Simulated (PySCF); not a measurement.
# A small calculation by hand: entropy of an ideal gas

H4SSeSi, SMILES [SiH3][Se]S.

The structure is a stationary point at r2SCAN-D4/def2-SVP. The values are those of a single conformer.

r2SCAN-D4/def2-SVP in PySCF gives the harmonic wavenumbers 117, 162, 256, 381, 388, 588, 592, 821, 895, 920, 944, 2216, 2232, 2242, 2655 cm⁻¹ and the rotational temperatures 0.2639, 0.1277, 0.0891 K. The molar mass is 143.15 g/mol, the symmetry number 1, the spin multiplicity 1.

Q: Work out the entropy at 298.15 K and 1 atm in the rigid-rotor, harmonic-oscillator model.

A: 
Translation (Sackur–Tetrode at 1 atm): S = R[1.5 ln M + 2.5 ln T − 1.16487] = 170.7 J/(mol K).
Rotation: q = (√π/σ) T^1.5/√(θA θB θC) = 167000, S = R[ln q + 3/2] = 112.4 J/(mol K).
Vibration: with u = 1.4388 ν/T, each mode gives R[u/(e^u − 1) − ln(1 − e^−u)]:
```tsv
ν (cm⁻¹)	modes	u	S (J/(mol K))
117	1	0.56	13.18
162	1	0.78	10.57
256	1	1.24	7.07
381	1	1.84	4.33
388	1	1.87	4.22
588	1	2.84	1.97
592	1	2.86	1.94
821	1	3.96	0.80
895	1	4.32	0.60
920	1	4.44	0.54
944	1	4.56	0.49
```
The stiffer modes add less than 0.005 each. Sum 45.7 J/(mol K).
Spin: R ln 1 = 0.0 J/(mol K).
Total 328.8 J/(mol K); the program's own thermochemistry gives 328.8. Translation makes up 52 % and vibration 14 %. Anharmonicity, hindered rotation and orbital degeneracy are left out.
